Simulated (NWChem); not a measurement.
## AlCl

```xyz
2

Al     0.0000     0.0000    -1.2166
Cl     0.0000     0.0000     0.9303
```
Charge 0, spin multiplicity 1.

All runs are NWChem calculations. Structure: optimised with PBE0/def2-SVP, a minimum by its harmonic frequencies.

Symmetry labels belong to the abelian group C2v used in the runs, with the axes of the coordinates shown; states degenerate in a higher group split over its labels.

The structure started from a generated list of species.

Q: List the lowest 4 singlet excitations that TD-BHandHLYP/def2-SVPD gives, with oscillator strengths.

A: 
```csv
state,symmetry,energy (eV),wavelength (nm),f
1,b2,4.83,257,0.209
2,b1,4.83,257,0.209
3,a1,6.70,185,0.487
4,a2,6.76,183,0.000
```
